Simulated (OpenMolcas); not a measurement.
# Ge+: RASPT2 settings compared

```
Program             : OpenMolcas 26.06
Basis               : ANO-R1 [5s4p3d1f]
Scalar Hamiltonian  : X2C, finite nucleus
Active space        : 3 electrons in 9 orbitals (RAS2 4s 4p; RAS3 4d, at most 2 electrons)
State averaging     : 2S+1 = 4 odd, 1 root (0 in the spin-orbit step); 2S+1 = 2 odd, 3 roots; 2S+1 = 4 even, 3 roots; 2S+1 = 2 even, 9 roots
Spin-orbit coupling : state interaction with AMFI integrals over the reference wave functions, term energies averaged over their components
```

Methods on the same reference wave functions:
A. RASSCF
B. SS-RASPT2, IPEA 0.2 Eh, sigma1 regulariser 0.15 Eh (closed shells correlated: 3d)
C. SS-RASPT2, IPEA 0.35 Eh, imaginary shift 0.1 Eh (closed shells correlated: none)
D. XMS-RASPT2, IPEA 0.3 Eh, sigma2 regulariser 0.1 Eh (closed shells correlated: 3d)

Energies in cm-1 above 4s2 4p 2P* 1/2, the measured ground level; measured values from NIST Handbook of Basic Atomic Spectroscopic Data.

```tsv
Level	A	B	C	D	Measured
4s2 4p 2P* 1/2	0.0	0.0	0.0	0.0	0.0
4s2 4p 2P* 3/2	1771	1771	1771	1771	1767
4s 4p2 4P 1/2	47121	49260	47910	49280	51576
4s 4p2 4P 3/2	47771	49910	48560	49930	52291
4s 4p2 4P 5/2	48769	50910	49560	50930	53367
4s 4p2 2D 3/2	67321	68550	67270	68580	65016
4s 4p2 2D 5/2	67412	68640	67370	68670	65185
4s 4p2 2S 1/2	86903	86730	86250	86910	85891
4s 4p2 2P 1/2	94239	91820	93510	91790	91016
4s 4p2 2P 3/2	95236	92770	94510	92740	92123
```

Deviations, from unrounded energies. A percentage is the sum of absolute deviations over the sum of measured energies, with the sign that they share, or ± where signs differ.

```
                  Against measurement  Levels     A     B     C     D
       mean absolute deviation (cm-1)       9  2800  1800  2300  1800
fine structure of the ground term (%)       1  +0.2  +0.2  +0.2  +0.2
             other configurations (%)       8  ±4.6  ±3.0  ±3.8  ±3.0
```

B, D lie about equally close to measurement and A furthest from it. The largest miss of B in the table is 4s 4p2 2D 3/2, by +3500 cm-1. The ranking rests on the paired levels alone, and a cruder setting can come out closer through cancelling errors.

Among B to D the level of the table that moves most is 4s 4p2 2P 3/2, by 1800 cm-1 (lowest in D, highest in C). Moves below CASPT2's spread within the term are not significant.

The two smallest mean deviations differ by little beside CASPT2's spread within terms, so their order carries little weight.

The lowest spin-free term lies below A's lowest term by 0.377 hartree in B, 0.005 hartree in C, 0.377 hartree in D.

CASPT2 does not keep the components of a term degenerate, so their means are used; among the terms shown or strongly mixed into the levels shown the widest spread is 93 cm-1 (4s 4p2 2D, D). Some high roots are left out of the spin-orbit mixing, which shifts the levels that they would mix with. Active for correlation alone: 4d; no level in the range computed is led by a configuration that fills it, so any true level of that kind is missing. Without dynamic correlation excited terms often stand tens of per cent too high (terms of higher spin than the ground term too low), and those without a measured partner can miss by more than the paired ones (holds for A). Computed and measured levels are paired by configuration, term and J; levels that our copy of the source lacks, or whose pairing is in doubt (as where it misses far off the trend of its configuration), stay unpaired and out of the deviations. Only configurations of the active space appear.

* marks odd parity.
